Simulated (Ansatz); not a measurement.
Two shapes of singlet CdCl2.

Shape 1:

```xyz
3

Cl    0.0000    0.0000   -2.0944
Cd    0.0000    0.0000    0.0000
Cl    0.0000    0.0000    2.0944
```

Shape 2:

```xyz
3

Cl    0.0000    0.0000   -2.4586
Cd    0.0000    0.0000    0.0000
Cl    0.0000    0.0000    2.4586
```

Basis set: def2-TZVP (spherical functions, with the set's core potentials past Kr). Frozen core: 10 orbitals. Charge 0, multiplicity 1.

Computed with Ansatz (development build ahead of 0.2.0); each method stands on the lowest determinant of its kind that the runs found.

(1) Which shape is lower in energy, and by how much in each method?

Answers

(1)

```
 method  E(2) − E(1) (eV)
    RHF            -0.573
RHF-MP2             0.040
```

The methods disagree on the order.
